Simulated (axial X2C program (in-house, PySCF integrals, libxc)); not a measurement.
## Low determinants of Ru

Computed with an in-house all-electron X2C program for linear molecules (integrals from PySCF), basis dyall-cv3z (cores contracted in-house), spin-free (one-electron X2C) and two-component (2c, atomic mean-field Coulomb and Gaunt terms). Energies in eV from the lowest row of each column (rows without correlated energies are left out; n/a marks j-coupled starts, which PBE0 does not hold); electrons by l are Mulliken totals of the Hartree–Fock solution, and PBE0 can relax to another configuration under the same block occupation. Coupled cluster uses truncated natural virtuals with an MP2 remainder. Frozen shells in the correlated columns: 4 s, 3 p, 1 d.

The low spin-free determinants:

| electrons by l | M_S, M_L | HF | MP2 | CCSD(T) | PBE0 |
| --- | --- | --- | --- | --- | --- |
| s9 p18 d17 | 2, 2 | 0.00 | 0.00 | 0.00 | 0.00 |
| s9 p18 d17 | 2, 3 | 0.08 | 0.05 | 0.06 | 0.19 |
| s9 p18 d17 | 2, 0 | 0.20 | 0.15 | 0.12 | 0.02 |
| s9 p18 d17 | 2, 1 | 0.63 | 0.43 | 0.36 | 0.33 |

And the two-component ones:

| electrons by l | 2M_J | HF | MP2 | CCSD(T) | PBE0 |
| --- | --- | --- | --- | --- | --- |
| s9 p18 d17 | 8 | 0.00 | 0.00 | 0.00 | 0.00 |
| s9 p18 d17 | 10 | 0.04 | 0.00 | 0.01 | 0.14 |
| s9 p18 d17 | 4 | 0.30 | 0.25 | 0.21 | 0.13 |
| s9 p18 d17 | 2 | 0.35 | 0.31 | 0.32 | 0.47 |
| s9 p18 d17 | 6 | 0.69 | 0.49 | 0.41 | 0.39 |

Ground level as tabulated from the NIST Atomic Spectra Database (leading term): 2S+1 = 5, L = 3, J = 5.

Spin-free rows of one term, and 2c rows of one J level, should be degenerate; broken spherical symmetry, the missing current term of PBE0 and determinants that mix terms or J levels spread them. The search is wide but not exhaustive and can miss a configuration; gaps between s and d configurations can be off by some tenths of an eV with this basis and core.

The run took 3.4 min on 1 thread of Intel(R) Xeon(R) Processor @ 2.30GHz (shared host).
